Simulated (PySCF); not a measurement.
C4H7F. Atoms are numbered in the order given.

```xyz
12

C      1.8914     0.5055    -0.0189
C      0.8842    -0.1046    -0.6625
C     -0.4237    -0.4817    -0.0206
C     -1.6213     0.2055    -0.6694
F     -0.4068    -0.1624     1.3377
H      1.8011     0.7531     1.0498
H      2.8269     0.7682    -0.5352
H      0.9703    -0.3604    -1.7337
H     -0.5527    -1.5896    -0.0927
H     -2.5600    -0.1033    -0.1694
H     -1.6923    -0.0590    -1.7433
H     -1.5155     1.3053    -0.5865
```

Geometry: PBE-D3(BJ)/def2-SVP. One conformer was computed; it need not be the lowest.

Method: PySCF with PBE/pcSseg-1.

GIAO shieldings, no solvent; atoms listed in one row are averaged. δ = σ(ref) − σ: ¹³C against TMS (σ = 182.0 ppm); ¹⁹F against CFCl3 (σ = 133.6 ppm); ¹H against TMS (σ = 31.49 ppm), references at their B3LYP-D3(BJ)/def2-TZVP geometries, non-relativistic.

Task: Estimate the chemical shifts. (An estimate is asked for; the answer gives what the named calculation found.)

Result: 
| nucleus | atoms | count | δ (ppm) |
|---|---|---|---|
| ¹³C | C2 | 1 | 150.4 |
| ¹³C | C1 | 1 | 121.8 |
| ¹³C | C3 | 1 | 99.0 |
| ¹³C | C4 | 1 | 27.5 |
| ¹⁹F | F5 | 1 | -231.3 |
| ¹H | H8 | 1 | 6.45 |
| ¹H | H6 | 1 | 6.25 |
| ¹H | H7 | 1 | 5.89 |
| ¹H | H9 | 1 | 5.80 |
| ¹H | H10, H11, H12 | 3 | 1.84 |
